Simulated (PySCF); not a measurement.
Compound: 4-hydroxypyridine, C5H5NO.
Bonds: O1–C2, C2–C3 (aromatic), C3–C4 (aromatic), C4–N5 (aromatic), N5–C6 (aromatic), C6–C7 (aromatic), C2–C7 (aromatic). Hydrogens: H8 on O1; H9 on C3; H10 on C4; H11 on C6; H12 on C7.

The same species was optimised twice, with GFN2-xTB and with PBE0-D3(BJ)/def2-SVP (PySCF), and the same property calculations (PySCF, gas phase) were run on both structures.

```json
{"coordinate": "O1–C2 (Å)", "GFN2-xTB": "1.352", "PBE0-D3(BJ)/def2-SVP": "1.341", "change": "-0.011"}
{"coordinate": "C4–N5 (Å)", "GFN2-xTB": "1.323", "PBE0-D3(BJ)/def2-SVP": "1.333", "change": "+0.010"}
{"coordinate": "C6–C7 (Å)", "GFN2-xTB": "1.384", "PBE0-D3(BJ)/def2-SVP": "1.393", "change": "+0.009"}
{"coordinate": "N5–C6 (Å)", "GFN2-xTB": "1.321", "PBE0-D3(BJ)/def2-SVP": "1.329", "change": "+0.008"}
{"coordinate": "C3–C4 (Å)", "GFN2-xTB": "1.382", "PBE0-D3(BJ)/def2-SVP": "1.390", "change": "+0.008"}
{"coordinate": "C2–C7 (Å)", "GFN2-xTB": "1.392", "PBE0-D3(BJ)/def2-SVP": "1.398", "change": "+0.006"}
{"coordinate": "C2–C3 (Å)", "GFN2-xTB": "1.394", "PBE0-D3(BJ)/def2-SVP": "1.398", "change": "+0.004"}
{"coordinate": "C4–N5–C6 (°)", "GFN2-xTB": "117.7", "PBE0-D3(BJ)/def2-SVP": "116.9", "change": "-0.8"}
{"coordinate": "O1–C2–C7 (°)", "GFN2-xTB": "122.7", "PBE0-D3(BJ)/def2-SVP": "123.3", "change": "+0.6"}
{"coordinate": "C3–C4–N5 (°)", "GFN2-xTB": "123.9", "PBE0-D3(BJ)/def2-SVP": "124.3", "change": "+0.4"}
{"coordinate": "O1–C2–C3 (°)", "GFN2-xTB": "119.0", "PBE0-D3(BJ)/def2-SVP": "118.6", "change": "-0.4"}
{"coordinate": "N5–C6–C7 (°)", "GFN2-xTB": "123.7", "PBE0-D3(BJ)/def2-SVP": "124.1", "change": "+0.4"}
{"coordinate": "C3–C2–C7 (°)", "GFN2-xTB": "118.3", "PBE0-D3(BJ)/def2-SVP": "118.1", "change": "-0.2"}
{"coordinate": "C2–C3–C4 (°)", "GFN2-xTB": "118.1", "PBE0-D3(BJ)/def2-SVP": "118.2", "change": "+0.1"}
{"coordinate": "C2–C7–C6 (°)", "GFN2-xTB": "118.3", "PBE0-D3(BJ)/def2-SVP": "118.4", "change": "+0.1"}
```

Rotational constants: A = 6060, B = 2664, C = 1850 MHz (GFN2-xTB) against A = 6008, B = 2648, C = 1838 MHz (PBE0-D3(BJ)/def2-SVP). Point groups within 0.08 Å: Cs and Cs.

On the GFN2-xTB structure: HOMO (eV) -7.38 [PBE0/pcSseg-1]; LUMO (eV) -0.50 [PBE0/pcSseg-1]; dipole (D) 2.74 [PBE0/pcSseg-1]; GIAO shielding of O1 (ppm) 201.7 [PBE0/pcSseg-1]; GIAO shielding of C2 (ppm) 17.2 [PBE0/pcSseg-1]; GIAO shielding of C3/C7 (mean) (ppm) 72.7 [PBE0/pcSseg-1]; GIAO shielding of C4/C6 (mean) (ppm) 29.9 [PBE0/pcSseg-1]; GIAO shielding of N5 (ppm) -69.6 [PBE0/pcSseg-1].

Question: What do these properties become on the PBE0-D3(BJ)/def2-SVP structure?

Answer: 
```json
{"property": "HOMO (eV)", "level": "PBE0/pcSseg-1", "on GFN2-xTB": "-7.38", "on PBE0-D3(BJ)/def2-SVP": "-7.43", "change": "-0.05"}
{"property": "LUMO (eV)", "level": "PBE0/pcSseg-1", "on GFN2-xTB": "-0.50", "on PBE0-D3(BJ)/def2-SVP": "-0.54", "change": "-0.04"}
{"property": "dipole (D)", "level": "PBE0/pcSseg-1", "on GFN2-xTB": "2.74", "on PBE0-D3(BJ)/def2-SVP": "2.83", "change": "+0.09"}
{"property": "energy, GFN2-xTB geometry as zero (kcal/mol)", "level": "PBE0/pcSseg-1", "on GFN2-xTB": "0.0", "on PBE0-D3(BJ)/def2-SVP": "-0.3", "change": "-0.3"}
{"property": "GIAO shielding of O1 (ppm)", "level": "PBE0/pcSseg-1", "on GFN2-xTB": "201.7", "on PBE0-D3(BJ)/def2-SVP": "202.4", "change": "+0.7"}
{"property": "GIAO shielding of C2 (ppm)", "level": "PBE0/pcSseg-1", "on GFN2-xTB": "17.2", "on PBE0-D3(BJ)/def2-SVP": "17.1", "change": "-0.1"}
{"property": "GIAO shielding of C3/C7 (mean) (ppm)", "level": "PBE0/pcSseg-1", "on GFN2-xTB": "72.7", "on PBE0-D3(BJ)/def2-SVP": "70.7", "change": "-2.0"}
{"property": "GIAO shielding of C4/C6 (mean) (ppm)", "level": "PBE0/pcSseg-1", "on GFN2-xTB": "29.9", "on PBE0-D3(BJ)/def2-SVP": "27.1", "change": "-2.8"}
{"property": "GIAO shielding of N5 (ppm)", "level": "PBE0/pcSseg-1", "on GFN2-xTB": "-69.6", "on PBE0-D3(BJ)/def2-SVP": "-72.1", "change": "-2.5"}
```

The heavy atoms differ by 0.009 Å rms after alignment. Among bonds between heavy atoms O1–C2 and C4–N5 change most and about equally (-0.011 to +0.010 Å). Changes are differences of the printed values. Neither structure is proved a minimum here.

The values belong to the conformer `[OH:1][c:2]1[cH:3][cH:4][n:5][cH:6][cH:7]1`: H–O1–C2–C3 180°.
